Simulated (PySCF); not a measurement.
Isomers of H6OSi3. All species are isolated molecules in the gas phase. One relaxed conformer stands for each flexible species; it need not be the lowest. Strings in code marks are SMILES.

All values below come from r2SCAN-D4/def2-TZVP (PySCF). All candidates: neutral, multiplicity 1. Delta-SCF ions had no search for a lower state. Excitations are Tamm–Dancoff values on a coarser integration grid. The basis has no diffuse functions, so Rydberg states are missing or too high.

The LUMO comes out as -3.32 eV and the vertical ionisation energy (Delta-SCF) comes out as 8.96 eV. The T1 excitation (TDA) is 2.51 eV.

**Question.** Say which member has these values.
A) `O/[SiH]=[SiH]\[SiH3]` (H–O–Si–Si torsion 156°)
B) `O=[SiH][SiH2][SiH3]` (O–Si–Si–Si torsion 8°)
C) `[SiH2]=[SiH]O[SiH3]` (Si–Si–O–Si torsion 24°)
D) `O=[Si]([SiH3])[SiH3]`

**Answer.** D, `O=[Si]([SiH3])[SiH3]`. The others give `[SiH2]=[SiH]O[SiH3]` (Si–Si–O–Si torsion 24°): -2.70 eV, 7.85 eV, 1.58 eV; `O/[SiH]=[SiH]\[SiH3]` (H–O–Si–Si torsion 156°): -2.66 eV, 7.75 eV, 1.72 eV; `O=[SiH][SiH2][SiH3]` (O–Si–Si–Si torsion 8°): -3.09 eV, 9.43 eV, 3.03 eV
